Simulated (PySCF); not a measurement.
# Ir⁺ (iridium, charge +1) across methods

[Xe] 4f14 5d7 6s1, high-spin 5F determinant. All numbers are calculated (PySCF 2.14, scalar relativity through the core potential, in aug-cc-pVTZ-PP with one added diffuse shell each of s, p, d, f, g type with ECP60MDF (7s7p6d4f3g, 113 functions)). The B2PLYP total includes its PT2 part (frozen core); its orbital energies are those of the SCF part.

```tsv
method	E (hartree)	mean ε 5d α (eV)	mean ε 5d β (eV)	mean ε 6s α (eV)	Σ⟨r²⟩ (bohr²)	⟨S²⟩
M06-2X	-103.9815	-19.634	-17.421	-16.207	42.18	6.004
PBE0	-104.0821	-17.957	-15.789	-14.998	42.31	6.002
LDA	-103.8834	-16.412	-14.359	-14.509	42.69	6.001
LC-wPBE	-104.1039	-20.619	-18.549	-17.248	42.15	6.002
UHF	-103.36806	-22.162	-19.364	-16.637	42.40	6.005
PBE	-104.1155	-16.301	-14.289	-14.227	42.51	6.001
B2PLYP	-103.8863	-19.415	-17.183	-15.532	42.42	6.002
r2SCAN	-104.1342	-16.773	-14.383	-14.559	42.16	6.003
```

Energies and moments cover only the electrons outside the core potential. Spin-orbit coupling, absent here, splits the open shell strongly.
